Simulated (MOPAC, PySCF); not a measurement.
[Ti(Cl)(F)3], neutral singlet in the gas phase. 

Z-matrix (Å, degrees):
```
Ti
F 1 1.7374
F 1 1.7376 2 109.07
F 1 1.7377 2 108.60 3 -118.75
Cl 1 2.1941 2 110.03 4 -120.75
```
Charge 0, multiplicity 1.

All levels are single points at this geometry (TPSS-D3(BJ)/def2-SVP); Pople sets use spherical d functions. Orbital energies aren't observables, and empty levels follow the basis.

| level | HOMO (eV) | LUMO (eV) | gap (eV) | dipole (D) | vertical IE, Delta-SCF (eV) |
|---|---|---|---|---|---|
| B3LYP-D3(BJ)/def2-TZVP in PySCF | -9.92 | -3.74 | 6.19 | 0.22 | – |
| TPSSh-D3(BJ)/def2-TZVP in PySCF | -9.40 | -3.95 | 5.45 | 0.08 | – |
| B3LYP/LANL2DZ in PySCF | -10.30 | -4.47 | 5.83 | 0.12 | – |
| SVWN5/6-31G* (LANL2DZ on Ti) in PySCF | -8.81 | -4.48 | 4.32 | 0.44 | – |
| HF/STO-3G in PySCF | -10.83 | 7.50 | 18.32 | 2.01 | – |
| PM6 in MOPAC | -12.43 | -2.82 | 9.62 | 0.28 | – |
